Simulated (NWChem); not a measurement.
The numbers come from NWChem runs, not from measurements. System: H₃NSSn, charge 0, spin multiplicity 1, at a geometry optimised with PBE/def2-SVP with def2 effective core potentials on Sn. The structure started from a generated list of species. Level: MP2/def2-TZVP with def2 effective core potentials on Sn, 10 core orbitals frozen.

NWChem printed:

```
             Northwest Computational Chemistry Package (NWChem) 7.3.0
             --------------------------------------------------------

                                NWChem Input Module
                                -------------------

 Scaling coordinates for geometry "geometry" by  1.889725989
 (inverse scale =  0.529177249)

 Turning off AUTOSYM since
 SYMMETRY directive was detected!

                             Geometry "geometry" -> ""
                             -------------------------

 Output coordinates in angstroms (scale by  1.889725989 to convert to a.u.)

  No.       Tag          Charge          X              Y              Z
 ---- ---------------- ---------- -------------- -------------- --------------
    1 Sn                  50.0000     0.06619500    -0.59380700     0.00000000
    2 N                    7.0000    -1.91882800    -0.07305600     0.00000000
    3 H                    1.0000    -2.67507800    -0.76310400     0.00000000
    4 H                    1.0000    -2.28991400     0.88202700     0.00000000
    5 S                   16.0000     0.81001500     1.79017800     0.00000000
    6 H                    1.0000     2.12679200     1.43997300     0.00000000

 Effective nuclear repulsion energy (a.u.)     325.4129328083

            Nuclear Dipole moment (a.u.)
            ----------------------------
        X                 Y               Z
 ---------------- ---------------- ----------------
    -0.0000113384     0.0000037795     0.0000000000

      Symmetry information
      --------------------

 Group name             Cs
 Group number              2
 Group order               2
 No. of unique centers     6

      Symmetry unique atoms

     1    2    3    4    5    6


 Summary of "ao basis" -> "" (spherical)
 ------------------------------------------------------------------------------
       Tag                 Description            Shells   Functions and Types
 ---------------- ------------------------------  ------  ---------------------
 *                         def2-tzvp                  on all atoms

 Summary of "ao basis" -> "ao basis" (spherical)
 ------------------------------------------------------------------------------
       Tag                 Description            Shells   Functions and Types
 ---------------- ------------------------------  ------  ---------------------
 Sn                        def2-tzvp                16       50   6s5p3d2f
[...]
    1 Sn  22    21.20   0.28 -0.77  1.53  0.95  1.02  0.76 -0.40  6.36  0.49  0.65  0.14  8.96  1.05  0.13  0.04  0.00
    2 N    7     7.93   0.82  1.16  0.51  0.84  0.26  1.47  1.80  1.06  0.00  0.01  0.00
    3 H    1     0.75   0.25  0.40  0.06  0.04
    4 H    1     0.74   0.25  0.40  0.05  0.04
    5 S   16    16.52   2.01  0.49  1.48  1.03  0.85  4.18  1.69  0.87  2.41  1.43  0.02  0.06  0.00
    6 H    1     0.86   0.23  0.49  0.12  0.02

       Multipole analysis of the density wrt the origin
       ------------------------------------------------

     L   x y z        total         open         nuclear
     -   - - -        -----         ----         -------
     0   0 0 0      0.000000      0.000000     48.000000

     1   1 0 0     -0.135886      0.000000     -3.502543
     1   0 1 0     -0.942357      0.000000     31.419714
     1   0 0 1     -0.000000      0.000000      0.000000

     2   2 0 0    -30.250216      0.000000    190.304470
     2   1 1 0     -0.144906      0.000000     94.282434
     2   1 0 1     -0.000000      0.000000      0.000000
     2   0 2 0    -36.809221      0.000000    223.206971
     2   0 1 1     -0.000000      0.000000      0.000000
     2   0 0 2    -34.046428      0.000000      0.000000

                   NWChem MP2 Semi-direct Energy/Gradient Module
                   ---------------------------------------------

  Basis functions       =    136
  Molecular orbitals    =    136
  Frozen core           =     10
  Frozen virtuals       =      0
  Active alpha occupied =     14
  Active beta occupied  =     14
  Active alpha virtual  =    112
  Active beta virtual   =    112
  Use MO symmetry       = T
  Use skeleton AO sym   = T

  AO/Fock/Back tols     =   1.0D-09  1.0D-09  1.0D-09

 GA uses MA = F    GA memory limited = T

 Available:
  local mem=  1.15D+08
 global mem=  1.31D+08
 local disk=  0.00D+00
  mp2_memr nvloc                   112
  nvloc new                   112
   1 passes of  14:        5242880                     116100                  47394062.
   1 passes of  14: M    114663573           G      131035008           F     109420693.

 Semi-direct pass number   1 of   1  for RHF alpha+beta  at       10.2s
  vrange nnbf                  8884
  mp2_eaftype                   180  avail_ma_in_mb                   999
 EAF : mp2_eaftype filesize         180   23697031.
  mp2_eaf for mointskh                    180
Node 0 wrote    111.4 Mb in      0.1 s     Agg I/O rate:  2115.5 Mb/s
 Done moints_semi at       22.6s
  mp2_eaftype                   180  avail_ma_in_mb                   819
 EAF : mp2_eaftype filesize         180   23697031.
  mp2_eaf for kh                   180
 Done maket at       23.2s
 Done multipass loop at       23.2s

          -------------------------------------------
          SCF energy                -667.165144406077
          Correlation energy          -0.694254004934
          Singlet pairs               -0.395225095741
          Triplet pairs               -0.299028909192
          Total MP2 energy          -667.859398411010
          -------------------------------------------

          ---------------------------------------------------
                    Spin Component Scaled (SCS) MP2
          Same spin pairs                     -0.199352606128
          Same spin scaling factor             0.333333333333
          Opposite spin pairs                 -0.494901398806
          Opposite spin scaling fact.          1.200000000000
          SCS-MP2 correlation energy          -0.660332547276
          Total SCS-MP2 energy              -667.825476953353
          ---------------------------------------------------

 -----------------------
 Performance information
 -----------------------

 Timer overhead =  2.09D-07 seconds/call

               Nr. of calls         CPU time (s)                 Wall time (s)                GFlops
             ---------------    -------------------     ------------------------------   -------------------
Name         Min   Avg   Max    Min     Avg     Max     Min     Avg     Max   Mx/calls   Min     Max     Sum
mp2: moin     1     1     1    12.     12.     12.      12.     12.     12.     12.      0.0     0.0     0.0
mp2: make     1     1     1   0.61    0.61    0.61     0.61    0.61    0.61    0.61      0.0     0.0     0.0
mp2: tota     1     1     1    13.     13.     13.      13.     13.     13.     13.      0.0     0.0     0.0

 The average no. of pstat calls per process was 3.00D+00
 with a timing overhead of 6.28D-07s

 Task  times  cpu:       23.2s     wall:       23.2s

 Total times  cpu:       23.2s     wall:       23.2s
```

Problem. Write an NWChem input that would produce this output.

Solution. One answer among several that fit: 
```
start mol
memory heap 200 mb stack 800 mb global 1000 mb
geometry units angstroms nocenter noautoz
  Sn     0.066195    -0.593807     0.000000
  N     -1.918828    -0.073056     0.000000
  H     -2.675078    -0.763104     0.000000
  H     -2.289914     0.882027     0.000000
  S      0.810015     1.790178     0.000000
  H      2.126792     1.439973     0.000000
  symmetry group Cs
end
basis spherical
  * library def2-tzvp
end
ecp
  Sn library def2-ecp
end
scf
  rhf
  nopen 0
  maxiter 100
  thresh 1e-7
  semidirect memsize 60000000 filesize 0
end
mp2
  freeze core 10
end
task mp2 energy
```
